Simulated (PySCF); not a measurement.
SMILES N1[SiH2]N[SiH2]N[SiH2]1, GFN2-xTB optimised geometry.

```
15

Si    -1.06    -1.19     2.52
N     -1.42     0.47     2.23
Si    -1.06     1.48     0.87
N      0.23     0.73     0.00
Si     0.78    -0.90     0.00
N      0.23    -1.64     1.46
H     -2.25    -2.03     2.28
H     -0.59    -1.33     3.91
H     -2.06     0.88     2.89
H     -2.25     1.63     0.01
H     -0.60     2.78     1.37
H      0.63     1.31    -0.72
H      2.25    -0.90     0.00
H      0.25    -1.63    -1.17
H      0.63    -2.54     1.65
```

Density from PBE0/def2-TZVP run with PySCF at that geometry.

Minimum of the electron density along straight lines between bonded atoms, close to the bond critical point (lines longer than 1.1 times the sum of covalent radii, or with two minima, are not listed):

```json
[
 {"bond": "Si1–N2", "length / Å": "1.725", "ρ at the minimum / e bohr⁻³": "0.131", "∇²ρ there / e bohr⁻⁵": "0.55", "position (fraction from the first atom)": "0.40"},
 {"bond": "N2–Si3", "length / Å": "1.725", "ρ at the minimum / e bohr⁻³": "0.131", "∇²ρ there / e bohr⁻⁵": "0.55", "position (fraction from the first atom)": "0.60"},
 {"bond": "Si3–N4", "length / Å": "1.725", "ρ at the minimum / e bohr⁻³": "0.131", "∇²ρ there / e bohr⁻⁵": "0.55", "position (fraction from the first atom)": "0.40"},
 {"bond": "N4–Si5", "length / Å": "1.725", "ρ at the minimum / e bohr⁻³": "0.131", "∇²ρ there / e bohr⁻⁵": "0.55", "position (fraction from the first atom)": "0.60"},
 {"bond": "Si1–N6", "length / Å": "1.725", "ρ at the minimum / e bohr⁻³": "0.131", "∇²ρ there / e bohr⁻⁵": "0.55", "position (fraction from the first atom)": "0.40"},
 {"bond": "Si5–N6", "length / Å": "1.725", "ρ at the minimum / e bohr⁻³": "0.131", "∇²ρ there / e bohr⁻⁵": "0.55", "position (fraction from the first atom)": "0.40"},
 {"bond": "Si1–H7", "length / Å": "1.475", "ρ at the minimum / e bohr⁻³": "0.125", "∇²ρ there / e bohr⁻⁵": "0.17", "position (fraction from the first atom)": "0.49"},
 {"bond": "Si1–H8", "length / Å": "1.470", "ρ at the minimum / e bohr⁻³": "0.126", "∇²ρ there / e bohr⁻⁵": "0.17", "position (fraction from the first atom)": "0.49"},
 {"bond": "N2–H9", "length / Å": "1.005", "ρ at the minimum / e bohr⁻³": "0.335", "∇²ρ there / e bohr⁻⁵": "-1.62", "position (fraction from the first atom)": "0.74"},
 {"bond": "Si3–H10", "length / Å": "1.475", "ρ at the minimum / e bohr⁻³": "0.125", "∇²ρ there / e bohr⁻⁵": "0.16", "position (fraction from the first atom)": "0.49"},
 {"bond": "Si3–H11", "length / Å": "1.469", "ρ at the minimum / e bohr⁻³": "0.126", "∇²ρ there / e bohr⁻⁵": "0.17", "position (fraction from the first atom)": "0.49"},
 {"bond": "N4–H12", "length / Å": "1.005", "ρ at the minimum / e bohr⁻³": "0.335", "∇²ρ there / e bohr⁻⁵": "-1.62", "position (fraction from the first atom)": "0.74"},
 {"bond": "Si5–H13", "length / Å": "1.469", "ρ at the minimum / e bohr⁻³": "0.126", "∇²ρ there / e bohr⁻⁵": "0.17", "position (fraction from the first atom)": "0.49"},
 {"bond": "Si5–H14", "length / Å": "1.475", "ρ at the minimum / e bohr⁻³": "0.125", "∇²ρ there / e bohr⁻⁵": "0.16", "position (fraction from the first atom)": "0.49"},
 {"bond": "N6–H15", "length / Å": "1.005", "ρ at the minimum / e bohr⁻³": "0.335", "∇²ρ there / e bohr⁻⁵": "-1.62", "position (fraction from the first atom)": "0.74"}
]
```
